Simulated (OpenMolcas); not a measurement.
C+: thermal populations, worked from levels

```
Program             : OpenMolcas 26.06
Basis               : ANO-RCC-VTZP [4s3p2d1f]
Scalar Hamiltonian  : DKH2, point nucleus
Active space        : 3 electrons in 4 orbitals (2s 2p)
State averaging     : 2S+1 = 4 odd, 1 root; 2S+1 = 2 odd, 11 roots; 2S+1 = 4 even, 3 roots; 2S+1 = 2 even, 9 roots
Spin-orbit coupling : state interaction with AMFI integrals over the reference wave functions, term energies averaged over their components
```

Methods: CASSCF; MS-CASPT2, IPEA 0.25 Eh, imaginary shift 0.1 Eh (closed shells correlated: 1s). Measured levels: NIST Handbook of Basic Atomic Spectroscopic Data.

**Thermal populations.** Z = Σ (2J + 1) exp(-E/kT) with k = 0.695035 cm-1/K, over the levels below. No other level of either list lies under 90000 cm-1, which is above 7 kT at each temperature.

```csv
Level,2J + 1,MS-CASPT2,measured
2s² 2p ²P°_1/2,2,0.0,0.0
2s² 2p ²P°_3/2,4,57.3,63.4
2s 2p² ⁴P_1/2,2,41340,43003
2s 2p² ⁴P_3/2,4,41360,43025
2s 2p² ⁴P_5/2,6,41400,43054
2s 2p² ²D_3/2,4,75090,74933
2s 2p² ²D_5/2,6,75090,74930
```

```
T (K)  Z, MS-CASPT2  Z, measured levels  Ground level (%), MS-CASPT2  Ground level (%), measured levels
 5000         5.935               5.928                         33.7                               33.7
 8000         5.966               5.960                         33.5                               33.6
12000         6.058               6.040                         33.0                               33.1
```

At 12000 K, kT = 8340 cm-1, and the computed levels give Z = 2.000 + 3.973 + 0.014 + 0.028 + 0.042 + 0.000 + 0.001 = 6.058.

Without dynamic correlation excited terms often stand tens of per cent too high (terms of higher spin than the ground term too low), and those without a measured partner can miss by more than the paired ones (holds for CASSCF). Computed and measured levels are paired by configuration, term and J; levels that our copy of the source lacks, or whose pairing is in doubt (as where it misses far off the trend of its configuration), stay unpaired and out of the deviations. Levels of configurations outside the active space are missing.

° marks odd parity.
